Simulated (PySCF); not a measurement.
## Spinor energies of In⁺ (indium, charge +1)

Start: [Kr] 4d9 5s2 5p1; 4d3/2 filled at m_j = -3/2, -1/2, +1/2, +3/2; 4d5/2 filled at m_j = -3/2, -1/2, +1/2, +3/2, +5/2; 5p3/2 filled at m_j = +3/2. Calculated with PySCF 2.14 in x2c-TZVPall-2c: generalised Hartree-Fock with the X2C-1e Hamiltonian and a Gaussian nucleus; one run each with spin-orbit coupling (SO) switched off, then screened by Boettger's factors. This is a chosen level, not necessarily the ground level.

| spinor shell | electrons | ε, spin-free (eV) | ε, screened SO (eV) | weight of nominal j (screened SO) | rms radius, screened SO (bohr) |
| --- | --- | --- | --- | --- | --- |
| 1s1/2 | 2 | -28097.3 | -28094.9 | 1.000 | 0.0340 |
| 2s1/2 | 2 | -4311.5 | -4310.8 | 1.000 | 0.139 |
| 2p1/2 | 2 | -3864.3 | -4010.6 | 1.000 | 0.120 |
| 2p3/2 | 4 | -3864.3 | -3797.4 | 1.000 | 0.125 |
| 3s1/2 | 2 | -869.95 | -869.82 | 1.000 | 0.371 |
| 3p1/2 | 2 | -719.87 | -747.22 | 1.000 | 0.365 |
| 3p3/2 | 4 | -719.87 | -707.34 | 1.000 | 0.376 |
| 3d3/2 | 4 | -487.49 | -492.41 | 0.999 | 0.350 |
| 3d5/2 | 6 | -487.49 | -484.11 | 0.999 | 0.353 |
| 4s1/2 | 2 | -159.00 | -159.02 | 1.000 | 0.902 |
| 4p1/2 | 2 | -111.38 | -117.10 | 0.990 | 0.963 |
| 4p3/2 | 4 | -111.38 | -108.80 | 0.995 | 0.991 |
| 4d3/2 | 4 | -41.447 | -42.310 | 0.915 | 1.22 |
| 4d5/2 | 5 | -41.447 | -40.915 | 0.932 | 1.24 |
| 5s1/2 | 2 | -20.334 | -20.367 | 0.999 | 2.59 |
| 5p3/2 | 1 | -13.898 | -13.733 | 1.000 | 3.23 |

```tsv
quantity	spin-free	screened SO
E (hartree)	-5876.75359	-5878.04363
M_J	4	4
⟨J²⟩	20.017	20.017
⟨L²⟩	12.014	12.030
⟨S²⟩	2.003	2.019
```

Each row is a mean over spinors that exchange with the open shell spreads, by up to 6.617 eV (4p3/2).

Breit and QED terms are absent; they matter most for the inner s and p1/2 levels.

Densities and radii are taken from the X2C orbitals without a picture-change correction, which distorts them close to the nucleus.

Without spin-orbit coupling the j labels of p, d and f shells carry no meaning; the spin-free column gives the mean over the occupied spinors of each nl shell.
